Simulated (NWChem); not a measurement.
SiNH3, singlet; SMILES N[SiH]

Results from NWChem. Low-valent species are run as closed-shell singlets; no triplet was tried in these runs. The geometry was optimised at PBE0/def2-SVP. Ions are spin-unrestricted doublets at the neutral geometry; other ion states weren't tried. Functional: LC-ωPBE (HJS hole) with def2-SVP; rows give the range parameter ω in 1/bohr.

Question: At which range parameter does −ε(HOMO) equal the ΔSCF ionisation energy (optimal tuning)?

Answer: about 0.37 per bohr, by linear interpolation in these runs:
| range parameter (1/bohr) | vertical ionisation energy, ΔSCF (eV) | −ε(HOMO) (eV) | ΔSCF minus −ε(HOMO) (eV) |
|---|---|---|---|
| 0.05 | 8.61 | 5.90 | 2.71 |
| 0.15 | 8.64 | 7.22 | 1.42 |
| 0.20 | 8.67 | 7.72 | 0.95 |
| 0.35 | 8.75 | 8.69 | 0.06 |
| 0.50 | 8.80 | 9.16 | -0.36 |
